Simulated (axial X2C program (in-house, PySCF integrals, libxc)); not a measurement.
TcCl⁺: from Re and ωe to a spectrum

A bond curve at the PBE0 level, 2c, was computed with an in-house relativistic program for diatomic molecules (basis Tc dyall-cv3z [12s12p8d5f3g], Cl dyall-av3z [9s8p3d2f] (cores contracted in-house)) for the state Ω = 5/2 (⟨Sz⟩ = 2.50, ⟨Lz⟩ = 0.00 at PBE0). Its fit gives Re = 2.1891 Å, ωe = 443.3 cm⁻¹, ωexe = 1.18 cm⁻¹ and αe = 5.238e-04 cm⁻¹; the masses are 98.9072 and 34.9689 u. Two-component means X2C with spin–orbit coupling and atomic mean-field Coulomb and Gaunt terms.

Problem. Find the reduced mass, Be and the force constant.

Solution. From the PBE0 values: μ = 25.8349 u. Be = 16.8576/(μ Re²) = 0.1362 cm⁻¹. k = 5.8918×10⁻⁷ μ ωe² = 2.99 mdyn/Å.

Problem. Estimate the centrifugal constant by the Kratzer relation.

Solution. D = 4Be³/ωe² = 5.14e-08 cm⁻¹.

Problem. Estimate De from a Morse curve and compare with the computed well depth of 3.432 eV to Tc+ + Cl.

Solution. De(Morse) = ωe²/(4ωexe) = 5.162 eV against 3.432 eV computed, a ratio of 1.50. The extrapolation overshoots: the well softens faster than a Morse curve, or the lowest atomic limit lies below the one to which the curve heads.

Problem. Where do the fundamental and the first overtone lie?

Solution. ν(1←0) = ωe − 2ωexe = 440.9 cm⁻¹; ν(2←0) = 2ωe − 6ωexe = 879.5 cm⁻¹.

Problem. A Morse curve ties αe to the other constants (Pekeris). How well does that hold?

Solution. αe(Morse) = 6Be²/ωe × (√(ωexe/Be) − 1) = 4.878e-04 cm⁻¹; the PBE0 curve gives 5.238e-04 cm⁻¹, a ratio of 0.93.

The state is a single determinant with fixed occupations, the lowest that a limited PBE0 search found. De is counted from the lowest determinant-based energies of the atoms at the same level, without counterpoise correction. Density functionals use the spin component along the axis (collinear). In 2c an atomic determinant is not the ground J level, so De misses part of the atomic spin–orbit lowering. This holds for PBE0. The functionals have no current-density term, which raises determinants with orbital currents, atoms included. With several unpaired electrons one determinant need not be a pure state. This is the top spin component of a Σ state; components of lower Ω are not single determinants and can lie lower.
